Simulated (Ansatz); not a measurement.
```xyz
7

Pt    0.0000    0.0000    0.0000
F     0.0000    0.0000    1.8500
F     0.0000    0.0000   -1.8500
F     1.8500    0.0000    0.0000
F    -1.8500    0.0000    0.0000
F     0.0000    1.8500    0.0000
F     0.0000   -1.8500    0.0000
```

Basis set: def2-TZVP on F; def2-TZVPP on Pt (spherical functions, with the set's core potentials past Kr). Charge 0, multiplicity 3.

Computed with Ansatz (development build ahead of 0.2.0); each method stands on the lowest determinant of its kind that the runs found. Restricted functionals stand beside restricted open-shell atoms, which can lie above the unrestricted atoms usual in DFT and then raise those values.

The atomization energy at this shape (free ground-state atoms in the same class of orbitals less the molecule, no zero-point energy) of triplet PtF6:

```json
{"method": "ωB97X (restricted open-shell)", "atomization energy": "16.52 eV"}
{"method": "PBE0 (unrestricted)", "atomization energy": "16.37 eV"}
```

**Question.** What does PBE0 (restricted open-shell) give?

**Answer.** 16.68 eV. Caution: other spin multiplicities may lie lower. Caution for ωB97X (restricted open-shell): no unrestricted run beside it, a lower state can exist.

The shape needn't be a minimum at these levels.
